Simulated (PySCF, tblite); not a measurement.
C2H8O2Si.
Numbering: `[CH3:1][Si:2]([CH3:3])([OH:4])[OH:5]` (hydrogens: H6, H7, H8 on C1; H9, H10, H11 on C3; H12 on O4; H13 on O5)

Computed geometry: GFN2-xTB, gas phase.

(1) List the bond lengths, angles and torsions at this level.

Results:

(1) 
```csv
bond,length (pm),order
"C1–Si2, Si2–C3",190.1,single
Si2–O4,164.4,single
Si2–O5,162.7,single
C1–H6 and 5 like bonds,108.5,single
"O4–H12, O5–H13",95.3,single
```

Bonds in one row agree within 1 pm and their mean is given. Orders are formal, as drawn. A selection of angles:
```csv
angle,degrees
Si2–C1–H6,111.0
H6–C1–H7,107.3
C1–Si2–C3,110.8
C1–Si2–O4,110.5
C3–Si2–O5,107.7
O4–Si2–O5,104.3
Si2–O4–H12,120.2
```

Dihedral angles: H12–O4–Si2–C1 -62° (synclinal); H13–O5–Si2–C1 -101° (anticlinal). The mirror-image conformer, all signs reversed, is as good.

Si2 (oxygen-bound silicon) is distorted tetrahedral (angles from 104.3° to 112.3°).

Point group: near Cs, missed by 0.36 Å at most; the miss may be what the optimiser left on a soft mode. Its GFN2-xTB frequencies are all real (lowest 38 cm⁻¹). One conformer, not necessarily the lowest (C1–Si2–O4–H -62°, C1–Si2–O5–H -101°).
